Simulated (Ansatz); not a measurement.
```yaml
atoms:
  - { symbol: C, position_ang: [-0.0091, -0.4246, -1.9121] }
  - { symbol: C, position_ang: [-0.0049, 0.4090, -0.6455] }
  - { symbol: C, position_ang: [-0.0093, -0.4113, 0.6384] }
  - { symbol: C, position_ang: [-0.0088, 0.4261, 1.9114] }
  - { symbol: H, position_ang: [-0.0047, 0.2014, -2.8054] }
  - { symbol: H, position_ang: [0.8868, -1.0795, -1.9669] }
  - { symbol: H, position_ang: [-0.8947, -1.0804, -1.9608] }
  - { symbol: H, position_ang: [-0.8793, 1.0839, -0.6454] }
  - { symbol: H, position_ang: [0.8884, 1.0881, -0.6377] }
  - { symbol: H, position_ang: [0.8847, -1.0748, 0.6347] }
  - { symbol: H, position_ang: [-0.8868, -1.0898, 0.6321] }
  - { symbol: H, position_ang: [0.0009, -0.2162, 2.8165] }
  - { symbol: H, position_ang: [0.8816, 1.0683, 1.9527] }
  - { symbol: H, position_ang: [-0.8874, 1.0837, 1.9572] }
```

Basis set: cc-pVDZ (spherical functions). Correlated methods keep 4 orbitals frozen. Charge 0, multiplicity 1.

Computed with Ansatz (development build ahead of 0.2.0); each method stands on the lowest determinant of its kind that the runs found. Restricted open shells among the atoms or ions are ROHF, correlated in semicanonical orbitals with singles.

Problem. Give the atomization energy at this shape (free ground-state atoms in the same class of orbitals less the molecule, no zero-point energy) of singlet C₄H₁₀ by RHF-MP2, RHF.

Solution.

| method | atomization energy |
| --- | --- |
| RHF-MP2 | 5129.6 kJ/mol |
| RHF | 4164.5 kJ/mol |
